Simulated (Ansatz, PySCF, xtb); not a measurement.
Torsion H4–O1–Te2–F3 in FHOTe (SMILES O[Te]F); at each angle all else is relaxed with GFN2-xTB, and the levels are single points there.
Geometry at 270° (charge 0, multiplicity 1):
| atom | x (Å) | y (Å) | z (Å) |
|---|---|---|---|
| O | -1.0309 | 0.1958 | 0.3702 |
| Te | 0.6079 | 1.0080 | -0.2708 |
| F | 1.7522 | -0.1360 | 0.8816 |
| H | -1.2906 | -0.5641 | -0.1563 |

On the grid 0° to 330°, 180° is the highest and 270° the lowest point at CCSD(T)/CBS(def2-TZVPP, def2-QZVPP).

Frozen-core correlation. Filled d and f shells under p-block atoms count as core. CBS(a, b) extrapolates the correlation energy as X⁻³ and adds the Hartree–Fock energy of set b.

Programs: Ansatz (Gaussian basis) for Hartree–Fock, density functionals and correlated methods; PySCF for M06-2X; xtb for the GFN methods.  In def2 rows elements past Kr take small-core potentials, without spin–orbit coupling.

Problem. What energy at 180° less that at 270° does GFN-FF give?

Solution. 7 kJ/mol

Ansatz is a program for electronic structure.
